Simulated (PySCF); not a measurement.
C8H9B.
Numbering: `[CH:1]#[C:2]/[CH:3]=[CH:4]\[CH2:5][BH:6][C:7]#[C:8][CH3:9]` (hydrogens: H10 on C1; H11 on C3; H12 on C4; H13, H14 on C5; H15 on B6; H16, H17, H18 on C9)

Structure used (PBE0-D3(BJ)/def2-SVP), in Å, numbered top down from 1:
```xyz
18
C8H9B angstrom
C     -2.1339   -3.4402    0.6178
C     -2.5393   -2.2949    0.6033
C     -3.0407   -0.9634    0.5973
C     -2.3876    0.0967    0.0840
C     -1.0361    0.0700   -0.5321
B      0.0202    1.0543    0.0928
C      1.5039    0.8305   -0.0777
C      2.7053    0.6361   -0.1967
C      4.1280    0.4015   -0.3375
H     -1.7715   -4.4510    0.6332
H     -4.0276   -0.8130    1.0478
H     -2.8812    1.0728    0.1503
H     -1.0985    0.4747   -1.5693
H     -0.6486   -0.9546   -0.6383
H     -0.3574    2.0514    0.6702
H      4.7232    1.2637    0.0005
H      4.4295   -0.4766    0.2559
H      4.3866    0.1904   -1.3872
```

The closed-shell ground state was solved at several levels (PySCF, density fitting, gas phase, non-relativistic).

```tsv
level	basis functions	HOMO (eV)	LUMO (eV)	gap (eV)	dipole (D)
PBE0/pcSseg-1	198	-6.62	-1.73	4.89	2.44
HF/pcSseg-1	198	-8.80	1.94	10.74	2.25
```

Problem. Estimate the row for CAM-B3LYP/def2-SVPD, a basis of 252 functions; the other rows only guide the guess.

Solution. HOMO -7.86 eV, LUMO -0.62 eV, gap 7.24 eV, dipole 2.30 D.

Problem. Over all these levels, which gives the widest orbital gap and which the narrowest?

Solution. HF/pcSseg-1 (Hartree–Fock, all exact exchange) has the widest, 10.74 eV, and PBE0/pcSseg-1 (global hybrid, 25 % exact exchange) the narrowest, 4.89 eV. The two share the basis. From the narrowest to the widest the HOMO moves by -2.18 eV and the LUMO by +3.67 eV. The HOMO need not be the same orbital at Hartree–Fock and at DFT levels.

Problem. How far do the dipole and the HOMO energy spread over the levels?

Solution. The dipole runs from 2.25 to 2.44 D (mean 2.33 D) and the HOMO from -8.80 to -6.62 eV.

One conformer stands for the species.
